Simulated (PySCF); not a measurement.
AlF2H2N.

```xyz
6

Al     0.0000     0.0000    -0.0408
F      0.0000     1.4210    -0.8885
F      0.0000    -1.4210    -0.8885
N      0.0000     0.0000     1.7079
H      0.0000    -0.8331     2.2838
H      0.0000     0.8331     2.2838
```
Charge 0, spin multiplicity 1.

Coordinates come from a PBE0-D3(BJ)/def2-SVP optimisation. One conformer was computed; it need not be the lowest.

Calculation: PBE0/pcSseg-2 in PySCF. Non-relativistic, no solvent.

Computed absolute GIAO shielding of each atom: isotropic value and principal components (ppm):
```
atom  σ(iso)    σ11    σ22    σ33   span
----  ------  -----  -----  -----  -----
Al1    468.1  399.8  459.7  544.6  144.8
F2     382.7  343.1  350.4  454.7  111.6
F3     382.7  343.1  350.4  454.7  111.6
N4     263.0  239.2  271.5  278.3   39.2
H5      30.8   23.9   26.0   42.5   18.7
H6      30.8   23.9   26.0   42.5   18.7
```
